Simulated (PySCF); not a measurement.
A side-by-side comparison of computed properties.

First species: C₆H₁₀N₂.
Cartesian coordinates in Å at the GFN2-xTB level; atoms count from 1:
```
atom  x, y, z in Å
C1    -2.6374    0.1072   -0.8374
C2    -1.8061   -0.8586    0.0085
C3    -0.4536   -0.2990    0.2905
C4    -0.0969    0.6557    1.2601
C5     1.2537    0.8445    1.0862
N6     1.6352    0.0402    0.0746
C7     2.9486   -0.1205   -0.4775
N8     0.6098   -0.6540   -0.4123
H9    -2.1420    0.2941   -1.7873
H10   -3.6210   -0.3131   -1.0347
H11   -2.7626    1.0568   -0.3214
H12   -1.6885   -1.8018   -0.5264
H13   -2.3203   -1.0517    0.9531
H14   -0.7370    1.1247    1.9792
H15    1.9513    1.4762    1.5995
H16    3.6585    0.4679    0.1002
H17    3.2365   -1.1726   -0.4487
H18    2.9631    0.2103   -1.5179
```

Second species: C7H8FN.
SMILES: `N#C[C@@H]1CC[C@]2(F)C[C@H]12`

Levels: PBE0/def2-SVPD for HOMO energy, LUMO energy, HOMO–LUMO gap and static isotropic polarisability; TDDFT PBE0/def2-SVPD for lowest singlet excitation; TDA PBE0/def2-SVPD for lowest triplet excitation (Tamm–Dancoff). Geometries: GFN2-xTB. All species are isolated and taken at one optimised geometry, non-relativistic unless stated; the electronic structure was computed with PySCF and density fitting.

Dipoles, sizes and rotational constants follow the conformer. The torsions of the flexible species, by atom-mapped SMILES:
- `[CH3:1][CH2:2][c:3]1[cH:4][cH:5][n:6]([CH3:7])[n:8]1`: C1–C2–C3–C4 80°

The conformers of `N#C[C@@H]1CC[C@]2(F)C[C@H]12` aren't listed.

Which has the higher HOMO–LUMO gap?

The second: 8.62 eV against 7.38 eV, a difference of 1.24 eV.

Which has the higher LUMO energy?

The first: 0.56 eV against 0.31 eV, a difference of 0.25 eV.

Which of the two has the higher static isotropic polarisability, and by how much?

The first: 84.6 au against 78.1 au, a difference of 6.5 au.

Which has the higher T1 energy?

The second: 6.42 eV against 4.73 eV, a difference of 1.69 eV.

Which has the higher S1 energy?

The second: 7.48 eV against 6.42 eV, a difference of 1.06 eV.

Which has the higher HOMO energy?

The first: -6.82 eV against -8.31 eV, a difference of 1.49 eV.

On the first: The principal polarisabilities are 63.3, 82.8 and 107.7 au; their mean is the isotropic value. The vertical singlet–triplet gap S1 − T1 is 1.69 eV (TDDFT singlet less Tamm–Dancoff triplet; S1: HOMO→LUMO, weight 0.83; T1: HOMO−1→LUMO, weight 0.77).

On the second: The 6 singlets span 7.48 to 8.19 eV, and their oscillator strengths add up to 0.06. The vertical singlet–triplet gap S1 − T1 is 1.06 eV (TDDFT singlet less Tamm–Dancoff triplet; S1: HOMO→LUMO, weight 0.89; T1: HOMO−2→LUMO+1, weight 0.26).
